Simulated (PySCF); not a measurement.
Geometry:
| atom | x (Å) | y (Å) | z (Å) |
| --- | --- | --- | --- |
| C1 | -1.559 | 0.016 | -0.208 |
| Si2 | 0.221 | 0.483 | 0.156 |
| C3 | 1.345 | -1.000 | 0.031 |
| O4 | 0.800 | 1.588 | -0.963 |
| H5 | -1.647 | -0.423 | -1.214 |
| H6 | -1.922 | -0.725 | 0.522 |
| H7 | -2.230 | 0.888 | -0.157 |
| H8 | 0.284 | 1.077 | 1.533 |
| H9 | 1.060 | -1.774 | 0.761 |
| H10 | 2.391 | -0.717 | 0.222 |
| H11 | 1.288 | -1.440 | -0.977 |
| H12 | 0.366 | 2.445 | -0.981 |

PySCF 2.14.0 with density-fitted response routines calculation with PBE0-D3(BJ)/def2-SVP geometry and σ from GIAO-B3LYP/pcSseg-2; gas phase, non-relativistic, fast rotation and ring inversion assumed for equivalent nuclei, a single conformation.

Scale: TMS for ¹³C (σref 179.19) and ¹H (σref 31.39) and ²⁹Si (σref 324.61); H2O for ¹⁷O (σref 325.85) (reference shieldings calculated alike).

```json
{"atoms": "O4", "nucleus": "¹⁷O", "count": "1", "δ (ppm)": "40.5"}
{"atoms": "H12", "nucleus": "¹H", "count": "1", "δ (ppm)": "0.54"}
{"atoms": "H5/H6/H7/H9/H10/H11", "nucleus": "¹H", "count": "6", "δ (ppm)": "0.19"}
{"atoms": "H8", "nucleus": "¹H", "count": "1", "δ (ppm)": "5.13"}
{"atoms": "Si2", "nucleus": "²⁹Si", "count": "1", "δ (ppm)": "?"}
{"atoms": "C1/C3", "nucleus": "¹³C", "count": "2", "δ (ppm)": "?"}
```

**Question.** Fill in the missing shifts.

**Answer.** 
- C1/C3: 0.5 ppm, methyl carbon bonded to Si; an electropositive neighbour leaves it electron-rich and shielded
- Si2: 3.0 ppm, silicon bonded to 2 C, O, H

OH and NH positions are those of a molecule without intermolecular hydrogen bonds; in solution they move with solvent, concentration and temperature, and exchange usually removes their couplings. Shifts are as computed. Against solution values, carbons near 30 ppm lie about +3 ppm off and those near 130 ppm about +8 ppm. Of 1211 compounds with measured shifts, 218 miss one by over three times the rms of a fit or turn the order of signals round; such compounds aren't used in these exercises. Experimental scales use liquid or dissolved standards, which lie at an offset from isolated H2O (liquid H2O: subtract about 36 ppm).
